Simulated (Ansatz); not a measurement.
Geometry optimisation of C₂H₄GaN, SMILES `[GaH2][C]1=NC1`.

```yaml
crystal:
  periodic: [false, false, false]
  atoms:
    - {symbol: Ga, position_ang: [-0.904600, 1.545940, -0.208390]}
    - {symbol: C, position_ang: [0.090680, -0.125000, 0.169110]}
    - {symbol: N, position_ang: [0.933640, -0.420510, 1.070840]}
    - {symbol: C, position_ang: [0.719800, -1.452290, 0.039200]}
    - {symbol: H, position_ang: [-1.070820, 1.995580, -1.703640]}
    - {symbol: H, position_ang: [-1.454060, 2.401290, 0.975640]}
    - {symbol: H, position_ang: [1.520040, -1.609260, -0.672660]}
    - {symbol: H, position_ang: [0.165310, -2.335740, 0.329890]}
basis:
  gaussian: {orbitals: def2-TZVP}
hamiltonian: {xc: pbe0, dispersion: d4}
relax: {f_tol: 0.005, max_steps: 150}
```

```sh
$ ansatz run in.yaml --threads 2 --pin off --events-out ev --progress --plain --max-ram 4352MiB
```

It prints (some lines left out):

```
Functional definition: PBE0
mean field -55994.50100034 eV, -2057.7599573266 hartree, gradient 3.8e-5 eV, S^2 0.000000; 0 other end points of the search recorded, 0 dependent functions left out
relax step   1: F+E_penalty+E_count = -55994.62656593 eV  Δ(F+E_penalty+E_count) = +0.000e0 eV  max|allowed force component| = 5.358e-1 eV/Å  Δτ_max = 0.0000 Å  (29 SCF iters, accepted)
mean field -55994.52323929 eV, -2057.7607745929 hartree, gradient 2.5e-5 eV, S^2 0.000000; 0 other end points of the search recorded, 0 dependent functions left out
relax step   2: F+E_penalty+E_count = -55994.64936997 eV  Δ(F+E_penalty+E_count) = -2.280e-2 eV  max|allowed force component| = 2.662e-1 eV/Å  Δτ_max = 0.0587 Å  (32 SCF iters, accepted)
mean field -55994.53241796 eV, -2057.7611119027 hartree, gradient 2.5e-5 eV, S^2 0.000000; 0 other end points of the search recorded, 0 dependent functions left out
relax step   3: F+E_penalty+E_count = -55994.65876184 eV  Δ(F+E_penalty+E_count) = -9.392e-3 eV  max|allowed force component| = 9.140e-2 eV/Å  Δτ_max = 0.0363 Å  (32 SCF iters, accepted)
mean field -55994.53724229 eV, -2057.7612891937 hartree, gradient 1.2e-5 eV, S^2 0.000000; 0 other end points of the search recorded, 0 dependent functions left out
relax step   4: F+E_penalty+E_count = -55994.66359384 eV  Δ(F+E_penalty+E_count) = -4.832e-3 eV  max|allowed force component| = 1.015e-1 eV/Å  Δτ_max = 0.0484 Å  (33 SCF iters, accepted)
mean field -55994.53952706 eV, -2057.7613731574 hartree, gradient 1.7e-5 eV, S^2 0.000000; 0 other end points of the search recorded, 0 dependent functions left out
relax step   5: F+E_penalty+E_count = -55994.66583417 eV  Δ(F+E_penalty+E_count) = -2.240e-3 eV  max|allowed force component| = 1.570e-1 eV/Å  Δτ_max = 0.0627 Å  (32 SCF iters, accepted)
mean field -55994.54765363 eV, -2057.7616718034 hartree, gradient 2.7e-5 eV, S^2 0.000000; 0 other end points of the search recorded, 0 dependent functions left out
relax step   6: F+E_penalty+E_count = -55994.67399474 eV  Δ(F+E_penalty+E_count) = -8.161e-3 eV  max|allowed force component| = 7.554e-2 eV/Å  Δτ_max = 0.1383 Å  (31 SCF iters, accepted)
mean field -55994.54405705 eV, -2057.7615396315 hartree, gradient 2.4e-5 eV, S^2 0.000000; 0 other end points of the search recorded, 0 dependent functions left out
relax step   7: F+E_penalty+E_count = -55994.67031601 eV  Δ(F+E_penalty+E_count) = +3.679e-3 eV  max|allowed force component| = 6.759e-1 eV/Å  Δτ_max = 0.1953 Å  (37 SCF iters, rejected (line search))
mean field -55994.55236350 eV, -2057.7618448879 hartree, gradient 1.8e-5 eV, S^2 0.000000; 0 other end points of the search recorded, 0 dependent functions left out
relax step   8: F+E_penalty+E_count = -55994.67870544 eV  Δ(F+E_penalty+E_count) = -4.711e-3 eV  max|allowed force component| = 5.708e-2 eV/Å  Δτ_max = 0.0976 Å  (33 SCF iters, accepted)
mean field -55994.55593936 eV, -2057.7619762982 hartree, gradient 1.7e-5 eV, S^2 0.000000; 0 other end points of the search recorded, 0 dependent functions left out
relax step   9: F+E_penalty+E_count = -55994.68224878 eV  Δ(F+E_penalty+E_count) = -3.543e-3 eV  max|allowed force component| = 1.209e-1 eV/Å  Δτ_max = 0.0977 Å  (32 SCF iters, accepted)
mean field -55994.55618463 eV, -2057.7619853117 hartree, gradient 1.9e-5 eV, S^2 0.000000; 0 other end points of the search recorded, 0 dependent functions left out
relax step  10: F+E_penalty+E_count = -55994.68246440 eV  Δ(F+E_penalty+E_count) = -2.156e-4 eV  max|allowed force component| = 2.126e-1 eV/Å  Δτ_max = 0.1051 Å  (31 SCF iters, accepted)
mean field -55994.55401363 eV, -2057.7619055289 hartree, gradient 2.5e-5 eV, S^2 0.000000; 0 other end points of the search recorded, 0 dependent functions left out
relax step  11: F+E_penalty+E_count = -55994.68034708 eV  Δ(F+E_penalty+E_count) = +2.117e-3 eV  max|allowed force component| = 2.804e-1 eV/Å  Δτ_max = 0.0631 Å  (32 SCF iters, rejected (line search))
mean field -55994.56094666 eV, -2057.7621603131 hartree, gradient 2.3e-5 eV, S^2 0.000000; 0 other end points of the search recorded, 0 dependent functions left out
relax step  12: F+E_penalty+E_count = -55994.68729147 eV  Δ(F+E_penalty+E_count) = -4.827e-3 eV  max|allowed force component| = 9.889e-2 eV/Å  Δτ_max = 0.0313 Å  (33 SCF iters, accepted)
mean field -55994.56378000 eV, -2057.7622644365 hartree, gradient 1.5e-5 eV, S^2 0.000000; 0 other end points of the search recorded, 0 dependent functions left out
relax step  13: F+E_penalty+E_count = -55994.69036260 eV  Δ(F+E_penalty+E_count) = -3.071e-3 eV  max|allowed force component| = 4.299e-2 eV/Å  Δτ_max = 0.0997 Å  (32 SCF iters, accepted)
mean field -55994.55179768 eV, -2057.7618240942 hartree, gradient 2.4e-5 eV, S^2 0.000000; 0 other end points of the search recorded, 0 dependent functions left out
relax step  14: F+E_penalty+E_count = -55994.67833784 eV  Δ(F+E_penalty+E_count) = +1.202e-2 eV  max|allowed force component| = 4.403e-1 eV/Å  Δτ_max = 0.0315 Å  (32 SCF iters, rejected (line search))
mean field -55994.56426239 eV, -2057.7622821639 hartree, gradient 2.3e-5 eV, S^2 0.000000; 0 other end points of the search recorded, 0 dependent functions left out
relax step  15: F+E_penalty+E_count = -55994.69083872 eV  Δ(F+E_penalty+E_count) = -4.761e-4 eV  max|allowed force component| = 1.248e-2 eV/Å  Δτ_max = 0.0153 Å  (33 SCF iters, accepted)
mean field -55994.56471780 eV, -2057.7622988998 hartree, gradient 2.5e-5 eV, S^2 0.000000; 0 other end points of the search recorded, 0 dependent functions left out
relax step  16: F+E_penalty+E_count = -55994.69133908 eV  Δ(F+E_penalty+E_count) = -5.004e-4 eV  max|allowed force component| = 2.080e-2 eV/Å  Δτ_max = 0.0569 Å  (32 SCF iters, accepted)
mean field -55994.56486094 eV, -2057.7623041604 hartree, gradient 2.4e-5 eV, S^2 0.000000; 0 other end points of the search recorded, 0 dependent functions left out
relax step  17: F+E_penalty+E_count = -55994.69146758 eV  Δ(F+E_penalty+E_count) = -1.285e-4 eV  max|allowed force component| = 3.856e-2 eV/Å  Δτ_max = 0.0321 Å  (32 SCF iters, accepted)
mean field -55994.56500458 eV, -2057.7623094388 hartree, gradient 2.4e-5 eV, S^2 0.000000; 0 other end points of the search recorded, 0 dependent functions left out
relax step  18: F+E_penalty+E_count = -55994.69156704 eV  Δ(F+E_penalty+E_count) = -9.946e-5 eV  max|allowed force component| = 3.685e-2 eV/Å  Δτ_max = 0.0398 Å  (32 SCF iters, accepted)
mean field -55994.56518397 eV, -2057.7623160314 hartree, gradient 2.4e-5 eV, S^2 0.000000; 0 other end points of the search recorded, 0 dependent functions left out
relax step  19: F+E_penalty+E_count = -55994.69176059 eV  Δ(F+E_penalty+E_count) = -1.936e-4 eV  max|allowed force component| = 2.861e-2 eV/Å  Δτ_max = 0.0233 Å  (34 SCF iters, accepted)
mean field -55994.56521919 eV, -2057.7623173259 hartree, gradient 2.3e-5 eV, S^2 0.000000; 0 other end points of the search recorded, 0 dependent functions left out
relax step  20: F+E_penalty+E_count = -55994.69179090 eV  Δ(F+E_penalty+E_count) = -3.031e-5 eV  max|allowed force component| = 2.318e-2 eV/Å  Δτ_max = 0.0021 Å  (35 SCF iters, accepted)
mean field -55994.56518811 eV, -2057.7623161835 hartree, gradient 2.3e-5 eV, S^2 0.000000; 0 other end points of the search recorded, 0 dependent functions left out
relax step  21: F+E_penalty+E_count = -55994.69174792 eV  Δ(F+E_penalty+E_count) = +4.297e-5 eV  max|allowed force component| = 4.169e-2 eV/Å  Δτ_max = 0.0048 Å  (35 SCF iters, rejected (line search))
mean field -55994.56525301 eV, -2057.7623185685 hartree, gradient 2.3e-5 eV, S^2 0.000000; 0 other end points of the search recorded, 0 dependent functions left out
relax step  22: F+E_penalty+E_count = -55994.69182148 eV  Δ(F+E_penalty+E_count) = -3.058e-5 eV  max|allowed force component| = 9.399e-3 eV/Å  Δτ_max = 0.0023 Å  (35 SCF iters, accepted)
mean field -55994.56528248 eV, -2057.7623196515 hartree, gradient 2.3e-5 eV, S^2 0.000000; 0 other end points of the search recorded, 0 dependent functions left out
relax step  23: F+E_penalty+E_count = -55994.69183845 eV  Δ(F+E_penalty+E_count) = -1.697e-5 eV  max|allowed force component| = 2.309e-3 eV/Å  Δτ_max = 0.0050 Å  (35 SCF iters, accepted)
mean field -55994.56529173 eV, -2057.7623199916 hartree, gradient 2.3e-5 eV, S^2 0.000000; 0 other end points of the search recorded, 0 dependent functions left out
relax step  24: F+E_penalty+E_count = -55994.69184155 eV  Δ(F+E_penalty+E_count) = -3.098e-6 eV  max|allowed force component| = 2.400e-3 eV/Å  Δτ_max = 0.0055 Å  (35 SCF iters, accepted)
mean field -55994.56529173 eV, -2057.7623199916 hartree, gradient 2.3e-5 eV, S^2 0.000000; 1 other end points of the search recorded, 0 dependent functions left out
Total energy: -55994.69187285 eV, -2057.7669717620 hartree
Atom 0 at    -0.841841     1.531505    -0.197608 Å, force     0.002400    -0.000184    -0.001257 eV/Å
Atom 1 at     0.342244     0.035454     0.207982 Å, force    -0.001975    -0.000132    -0.000779 eV/Å
Atom 2 at     1.407308    -0.338031     0.761668 Å, force     0.001540    -0.001078     0.000182 eV/Å
Atom 3 at     0.614285    -1.409534     0.087518 Å, force    -0.000890     0.000873     0.000769 eV/Å
Atom 4 at    -0.626460     2.281471    -1.548706 Å, force    -0.000278    -0.000524     0.000593 eV/Å
Atom 5 at    -2.004684     1.827155     0.799458 Å, force    -0.001613     0.000226     0.000893 eV/Å
Atom 6 at     1.015126    -1.811974    -0.838622 Å, force     0.000863     0.000231    -0.000792 eV/Å
Atom 7 at     0.094012    -2.116036     0.728301 Å, force    -0.000048     0.000589     0.000391 eV/Å
Dipole moment:    -0.408824     0.123142    -0.216369 e Å
```

Hardware: 2 threads of an Intel Xeon on a shared host. Wall time 77 s, peak host memory 0.41 GiB.
